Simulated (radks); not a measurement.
Numerical settings for the manganese ion Mn3+, [Ar] 3d4. All-electron calculation, scalar-relativistic Kohn-Sham, PBEsol, spin-polarised, spherical densities, finite nucleus; open shells are filled with parallel spins first; Fermi nuclear charge, rms radius 3.7057 fm. Program: a radial shooting solver on a logarithmic mesh with Libxc functionals. The defaults (mesh step 0.008 in ln r, mesh end at 40 bohr or more with all orbitals vanishing there, Anderson mixing 0.5 over 9 steps, residual threshold near 1e-9 with the energy settled to 1e-9 hartree or 1e-11 of itself, here a cap of 53 iterations) give E = -1155.2500 hartree and 3d at -42.819 eV in 14 iterations. Run on one thread of a shared host, so times are rough (Arm Neoverse V2): 0.11 s of CPU time, 0.11 s wall, 14 iterations on 2189 mesh points. Changes against that run (0 stands for a change within the tolerance of the run):

setting,iterations,converged,E (mhartree),e(3d) (meV),CPU (s)
mesh step in ln r 0.03,14,yes,+0.0002,0,0.04
mesh step in ln r 0.08,2,no,diverged,-,0
mesh step in ln r 0.05,14,yes,+0.0055,-0.0035,0.02
mesh end (bohr) 400,14,yes,0,0,0.11
mesh end (bohr) 1,13,level above zero,+5.41e+04,+2.03e+05,0.07
residual threshold 1e-16,53,no,0,0,0.22
residual threshold 0.01,10,yes,0,-0.214,0.09
mixing 0.01,24,yes,0,0,0.17
"linear mixing, mixing 0.8",53,no,0,0,0.29
"linear mixing, mixing 0.2",53,no,0,-0.105,0.34
mixing history 3,18,yes,0,0,0.13
iteration cap 2,2,no,+915,-3.33e+04,0.02

Settled on a wrong energy, with an occupied level pushed above zero by the early mesh end: mesh end (bohr) 1 (+54.1 hartree). Apart from these: no run marked as converged misses the energy by more than 1 mhartree. A mesh that ends early acts as a hard wall.
